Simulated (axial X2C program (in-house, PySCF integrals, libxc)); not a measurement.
# Potential curves of SeH⁺, two-component

Calculated with an in-house relativistic program for diatomic molecules. Two-component (2c) means X2C with spin–orbit coupling and atomic mean-field two-electron Coulomb and Gaunt terms. Basis: Se dyall-cv3z [8s9p6d4f1g], H dyall-v3z [6s2p1d] (cores contracted in-house); Gaussian nuclei, density fitting, unrestricted open shells. Masses: Se 79.917 u, H 1.008 u.

State: Ω = 1 (⟨Sz⟩ = 1.00, ⟨Lz⟩ = 0.00 at HF). Energies in eV from the fragments at the same level (Se+ + H). Fits are polynomials in 1 − R0/R over 0.85 to 1.23 times the lowest point R0.

| R (Å) | CCSD | r2SCAN |
| --- | --- | --- |
| 1.2972 |  | -2.8537 |
| 1.3568 | -2.8464 | -3.1384 |
| 1.4015 | -2.9719 | -3.2646 |
| 1.4463 | -3.0373 | -3.3316 |
| 1.4910 | -3.0539 | -3.3503 |
| 1.5432 | -3.0246 | -3.3236 |
| 1.5954 | -2.9544 | -3.2561 |
| 1.6625 | -2.8198 | -3.1245 |
| 1.7445 |  | -2.9166 |
| 1.8638 |  | -2.5627 |

Correlated methods: 6 electrons correlated (number of frozen shells: Se 3 s, 2 p, 1 d; H none), 146 virtual spin orbitals or spinors in MP2, 70 natural virtuals in coupled cluster.

One determinant describes the state; a PBE0 search over occupations chose it and may have missed a lower one. De is counted from the lowest determinant-based energies of the atoms at the same level, without counterpoise correction. Density functionals use the spin component along the axis (collinear). CCSD ran in a truncated set of natural virtual spinors with an MP2 remainder; without triples it tends to underbind. With several unpaired electrons one determinant need not be a pure state. Open-shell Ω = 0 determinants with evenly filled partner blocks cannot be reached by this program, so the Ω shown need not be the lowest component. This is the Ω = 1 component of a π² triplet; the 0⁺ component is not one determinant and can lie lowest. Coupled cluster ran on the points near the minimum only. MP2 and coupled cluster on one determinant become unreliable at the stretched end.

(1) Fit the CCSD curve near its minimum: give the equilibrium distance, the harmonic wavenumber and the well depth.

(2) What are Re, ωe and De at the r2SCAN level?

## Answers

(1) At CCSD, 2c: Re = 1.486 Å, ωe ≈ 2330 cm⁻¹, De = 3.05 eV to Se+ + H; Be follows as 7.67 cm⁻¹.

(2) At r2SCAN, 2c: Re = 1.489 Å, ωe ≈ 2310 cm⁻¹, De = 3.35 eV to Se+ + H; Be follows as 7.64 cm⁻¹.
